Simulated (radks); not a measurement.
Se31+, 3 electrons, occupied as [He] 2s1 (the NIST ground configuration). Method: non-relativistic Kohn-Sham, LB94 model potential, spin-polarised, spherical densities, point nucleus; open shells are filled with parallel spins first; computed with a radial shooting solver on a logarithmic mesh with Libxc functionals.

Unscreened Slater integrals over Kohn-Sham orbitals (hartree). They are taken over the spin-up orbitals.

| integral | value |
|---|---|
| F0(2s,2s) | 4.9239 |
| F0(2s,1s) | 6.8743 |
| G0(2s,1s) | 0.69771 |
| F0(1s,1s) | 21.015 |
